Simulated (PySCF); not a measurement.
C2H4N2OSi, SMILES O[SiH]1N=CC=N1.

The structure is a stationary point at B3LYP-D3(BJ)/def2-SVP. The structure was generated by enumeration, and PubChem lists no compound with its InChIKey, so it may never have been made. The values are those of a single conformer.

Method: TDDFT-PBE/def2-SVPD in PySCF.

Vertical excitations. The molecule is in vacuum. State labels are in the subgroup Cs.

| state | symmetry | energy (eV) | λ (nm) | f | main pairs |
|---|---|---|---|---|---|
| S1 | A' | 3.00 | 413 | 0.000 | HOMO→LUMO 100 % |
| S2 | A" | 3.06 | 406 | 0.000 | HOMO−1→LUMO 100 % |
| S3 | A" | 4.65 | 267 | 0.000 | HOMO−2→LUMO 57 %, HOMO−3→LUMO 42 % |
| S4 | A" | 5.40 | 230 | 0.028 | HOMO−3→LUMO 56 %, HOMO−2→LUMO 39 % |
| S5 | A' | 5.50 | 225 | 0.007 | HOMO−4→LUMO 96 % |
| S6 | A" | 5.89 | 210 | 0.001 | HOMO→LUMO+1 93 % |
| S7 | A' | 5.94 | 209 | 0.003 | HOMO→LUMO+2 84 %, HOMO−1→LUMO+1 14 % |
| S8 | A' | 6.02 | 206 | 0.056 | HOMO−5→LUMO 64 %, HOMO−1→LUMO+1 20 % |
| S9 | A' | 6.04 | 205 | 0.023 | HOMO−1→LUMO+1 66 %, HOMO−5→LUMO 23 % |
| S10 | A" | 6.07 | 204 | 0.007 | HOMO−1→LUMO+2 93 % |
| T1 | A' | 2.50 | 496 | 0 | HOMO→LUMO 100 % |
| T2 | A" | 2.60 | 476 | 0 | HOMO−1→LUMO 100 % |
| T3 | A" | 3.63 | 341 | 0 | HOMO−2→LUMO 91 % |
| T4 | A" | 4.66 | 266 | 0 | HOMO−3→LUMO 92 % |
Triplets are in the Tamm–Dancoff approximation, which puts them higher than full response would, so one can lie above its singlet here.
